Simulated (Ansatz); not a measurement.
`FCC(F)C(F)F` → `FC(F)CC(F)F`  (isomerisation)

Calculated with Ansatz (gas phase, PBE0-D4/def2-TZVP geometries, no zero-point term in ΔE). CCSD(T)/CBS adds triple-zeta CCSD(T) − MP2 to the extrapolated MP2 energy (def2 sets, frozen cores). Functionals use def2-TZVPP. One conformer a species, not always the lowest.

```csv
level,ΔE (kcal/mol)
PBE-QIDH,-12.6
RPA@PBE/def2-TZVPP,-11.0
SCS-MP2/def2-TZVPP,-11.9
CCSD/CBS(def2),-11.7
```

(1) What does CCSD(T)/CBS give? (Estimate.)

Largest T1 diagnostic among the species: 0.012.

## Answers

(1) The calculation gave: -11.8 kcal/mol. The listed levels differ from it by -0.8, 0.8, -0.1, 0.1 kcal/mol.

Leaving LDA and LC-ωPBE aside and taking each functional with its dispersion term where it has one, the values, not all of them listed here, spread over 1.6 kcal/mol, from PBE-QIDH to BLYP-D4. LDA lies −1.0 kcal/mol from PBE without D4. At CCSD(T), def2-SVP lies −1.2 kcal/mol from the extrapolated value and def2-TZVPP −0.2 kcal/mol.

CCSD(T)/CBS has its own doubt, a few kJ/mol and more with outer-core shells, so smaller differences from it don't rank the levels.
